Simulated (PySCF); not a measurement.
# LDA on Mg⁺ (magnesium, charge +1)

Configuration: [Ne] 3p1, 2P determinant (an excited configuration). Computed with PySCF 2.14 in ANO-RCC-VTZP (5s4p2d1f, 34 functions), with scalar relativity by spin-free X2C-1e.

| Quantity | Value |
| --- | --- |
| Total energy | -198.9969 hartree |
| One-electron energy | -275.2404 hartree |
| Hartree (Coulomb) energy | 91.5599 hartree |
| Exchange-correlation energy | -15.3164 hartree |
| ⟨S²⟩ | 0.7500 |
| ⟨L²⟩ | 2.000 |
| Sum of ⟨r⟩ | 9.141 bohr |
| Sum of ⟨r²⟩ | 18.08 bohr² |
| Traceless quadrupole moment −½Σ⟨3z² − r²⟩ along its main axis | -5.29 e·bohr² |
| Langevin diamagnetic susceptibility | -14.3 ×10⁻⁶ cm³/mol |

```tsv
shell	electrons	mean orbital energy (eV)	spread (eV)	rms radius, mean of both spins (bohr)
1s α	1	-1263.4	0	0.152
1s β	1	-1263.3	0	0.152
2s α	1	-89.762	0	0.767
2s β	1	-89.679	0	0.767
2p α	3	-57.172	0.152	0.777
2p β	3	-57.063	0.284	0.777
3p α	1	-8.344	0	3.64
```
